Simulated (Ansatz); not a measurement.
Two isomers of C2H5FO2Si: A = `O[Si@@H](F)[C@@H]1CO1`, B = `C=C[Si](O)(O)F`.

Program: Ansatz. Geometries: PBE0-D4/def2-TZVP. ΔE: electronic, gas phase. CCSD(T)/CBS adds triple-zeta CCSD(T) − MP2 to the extrapolated MP2 energy (def2 sets, frozen cores). DFT in def2-TZVPP. One conformer a species, not always the lowest.

(1) Which is lower in electronic energy at CCSD(T)/CBS, and by how much? (Best estimate.)

(2) Give E(B) − E(A) in kJ/mol with ωB97M-V, CCSD/def2-TZVPP, HF/def2-TZVPP, PBE-D4, r2SCAN-D4, MP2/def2-TZVPP, PBE0-D4. (Best estimate.)

Largest T1 diagnostic: 0.012.

## Answers

(1) Ansatz gave: B, by 258.5 kJ/mol.

(2) The calculation gave: ωB97M-V -248.3, CCSD/def2-TZVPP -256.7, HF/def2-TZVPP -276.5, PBE-D4 -225.0, r2SCAN-D4 -242.4, MP2/def2-TZVPP -251.9, PBE0-D4 -233.7. None reverses the order clearly.

From PBE to PBE0 (25 % exact exchange), in def2-TZVPP and without D4, E(B) − E(A) moves by −8.7 kJ/mol. In def2-TZVPP, CCSD(T) changes the Hartree–Fock value by +23.1 kJ/mol (the triples alone add +3.3 kJ/mol) and MP2 by +24.6 kJ/mol.
